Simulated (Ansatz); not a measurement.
Program: Ansatz. Geometries: PBE0-D4/def2-TZVP. ΔE: electronic, gas phase. CBS: MP2 limit from def2 TZ/QZ plus the TZ coupled-cluster correction, frozen cores. This one scheme is used for every species, atoms too. DFT in def2-TZVPP. Open shells (•) are unrestricted, without spin–orbit coupling. Spin–orbit coupling would lower the free atoms: a little for C, O, S, Si. One conformer a species, not always the lowest.

`[SiH3]OCS` → C• + 6 H• + O• + S• + Si•  (atomization)

**Question.** What is ΔE at CCSD(T)/CBS? (An estimate is asked.)

**Answer.** Computed: +3362.4 kJ/mol.

**Question.** What do these levels give: LDA (SPW92), revPBE, HF/def2-TZVPP, CCSD(T)/def2-TZVPP, SCS-MP2/def2-QZVPP, MP2/CBS(def2)? (Best estimate.)

**Answer.** Computed: LDA (SPW92) 3823.6, revPBE 3249.0, HF/def2-TZVPP 2424.6, CCSD(T)/def2-TZVPP 3267.5, SCS-MP2/def2-QZVPP 3368.0, MP2/CBS(def2) 3394.1 kJ/mol.

**Question.** What do rigid-rotor, harmonic-oscillator terms from PBE0-D4/def2-TZVP frequencies (298.15 K, 1 bar) make of the CCSD(T)/CBS value? (Estimate.)

**Answer.** The calculation gave: ΔZPE = -175.6 kJ/mol, ΔH = +3228.9 kJ/mol, ΔS = 1001 J/(mol·K), ΔG = +2930.4 kJ/mol. Open shells count their whole term as degenerate. Modes under 50 cm⁻¹ make the entropy rough.

Largest T1 diagnostic among the species: 0.012.

In def2-TZVPP, CCSD(T) changes the Hartree–Fock value by +842.9 kJ/mol (the triples alone add +45.8 kJ/mol) and MP2 by +874.7 kJ/mol; breaking electron pairs costs correlation energy, which Hartree–Fock lacks. Leaving LDA and LC-ωPBE aside and taking each functional with its dispersion term where it has one, the values, not all of them listed here, spread over 120.6 kJ/mol, from BHLYP-D4 to PBE-D4. LDA lies +460.0 kJ/mol from PBE without D4, its usual overbinding. The D4 term adds +30.8 kJ/mol with B3LYP and +16.1 kJ/mol with PBE0; it sums over pairs of atoms, weighted by their polarisabilities, and B3LYP, whose exchange is more repulsive, gets the larger term.

B3LYP here is the variant with VWN-RPA as its local correlation; programs differ in this.

For atomizations the MP2-based limit and the directly extrapolated one differ by several kJ/mol either way, and by 10 to 25 for some Ge, Se and Sn compounds, so smaller differences from it don't rank the levels.
